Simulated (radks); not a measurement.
Values are calculated unless marked as measured or tabulated.
All-electron atom: the rhodium ion Rh2+ in [Ar] 3d10 4s2 4p5 4d7 5s1 (not the ground configuration).

Level of theory: Dirac Kohn-Sham, exchange-only PBE, spin-unpolarised, spherical densities, point nucleus; open shells fill j = l - 1/2 first (a radial shooting solver on a logarithmic mesh with Libxc functionals).

Energy parts (hartree):
total: -4779.90069
kinetic: 4985.70405
electron-nucleus: -11533.89197
Hartree: 1903.80228
exchange: -135.51506

Orbitals (lengths in bohr, moments of r in powers of bohr):
orbital  occ.  eigenvalue (hartree)     <r^2>  small-component weight
1s1/2       2             -847.3054  0.001438                2.71e-02
2s1/2       2             -123.6798   0.02368                5.62e-03
2p1/2       2             -114.5938   0.01777                5.64e-03
2p3/2       4             -109.2772   0.01911                5.43e-03
3s1/2       2             -22.92276    0.1746                1.55e-03
3p1/2       2             -19.36674    0.1707                1.50e-03
3p3/2       4             -18.45191    0.1802                1.44e-03
3d3/2       4             -12.15513    0.1621                1.33e-03
3d5/2       6             -11.97464    0.1651                1.31e-03
4s1/2       2              -3.97743     1.065                3.87e-04
4p1/2       2              -2.88345     1.242                3.36e-04
4p3/2       3              -2.73411     1.311                3.21e-04
4d3/2       4              -1.08017     2.251                2.01e-04
4d5/2       3              -1.06216     2.298                1.97e-04
5s1/2       1              -0.76531     7.658                6.24e-05

The highest occupied level is 5s1/2 at -20.825 eV. The density falls to 0.001 e/bohr^3 at r = 3.82 bohr.
